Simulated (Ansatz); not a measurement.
This singlet lies 0.78 eV below the relaxed triplet at the level frozen-core CCSD(T)/aug-cc-pVTZ // PBE-D3(BJ)/def2-SVPD (Ansatz, a first-principles code).

Cartesian coordinates (Å):
SMILES: [BH-]B
```xyz
5

B      0.9417    -0.0208    -0.0123
B     -0.5988     0.0129     0.0078
H      2.1599    -0.0471    -0.0285
H     -1.2279     1.0773     0.0300
H     -1.2749    -1.0223     0.0030
```
Charge -1, spin multiplicity 1.

Calculation: Ansatz with frozen-core CCSD(T)/aug-cc-pVTZ // PBE-D3(BJ)/def2-SVPD.

```
Quantity                       Value
----------------------  ------------
HF energy               -51.02899 Ha
MP2 correlation energy   -0.23024 Ha
```

Task: Estimate the CCSD correlation energy, the (T) correction, the total energy and the T1 diagnostic.

Result: 
The CCSD correlation energy is -0.25895 Ha and the (T) correction comes out as -0.01224 Ha. The CCSD(T) total energy is -51.30018 Ha and the T1 diagnostic is 0.023.
